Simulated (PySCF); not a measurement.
A side-by-side comparison of computed properties.

First species: C4H8FN.
InChI=1S/C4H8FN/c1-4(5)2-6-3-4/h6H,2-3H2,1H3

Second species: C6H7ClO2S2.
InChI=1S/C6H7ClO2S2/c1-4-3-10-6(5(4)2)11(7,8)9/h3H,1-2H3

Levels: PBE0/pcSseg-1 for dipole moment, HOMO energy, LUMO energy and HOMO–LUMO gap; GFN2-xTB for rotational constant A and rotational constant C. Geometries: GFN2-xTB. All species are isolated and taken at one optimised geometry, non-relativistic unless stated. Electronic properties by PySCF.

The conformers computed, where there is a choice (atom-mapped SMILES and torsion angles):
- `[CH3:1][c:2]1[cH:3][s:4][c:5]([S:6](=[O:7])(=[O:8])[Cl:9])[c:10]1[CH3:11]`: S4–C5–S6–O7 -145°

| property | column X | column Y |
| --- | --- | --- |
| dipole moment | 0.71 D | 5.80 D |
| HOMO energy | -6.66 eV | -7.67 eV |
| LUMO energy | 1.39 eV | -2.00 eV |
| HOMO–LUMO gap | 8.05 eV | 5.67 eV |
| rotational constant A | 5.404 GHz | 1.252 GHz |
| rotational constant C | 2.939 GHz | 0.483 GHz |

(1) Which column belongs to which species?

(2) How does each property change from the first species to the second?

Answers

(1) Column X is the first species and column Y the second. The first has 14 atoms and 48 electrons, the second 18 and 108.

(2) dipole moment +5.09 D; HOMO energy -1.01 eV; LUMO energy -3.39 eV; HOMO–LUMO gap -2.38 eV; rotational constant A -4.152 GHz; rotational constant C -2.456 GHz.

On the first: A dipole of 0.71 D is allowed in Cs, and pure rotational transitions are dipole-allowed. In atomic units the dipole is 0.28 e·bohr (1 au = 2.5417 D).

On the second: The dipole equals about 19.3 × 10⁻³⁰ C·m (1 D = 3.33564 × 10⁻³⁰ C·m).
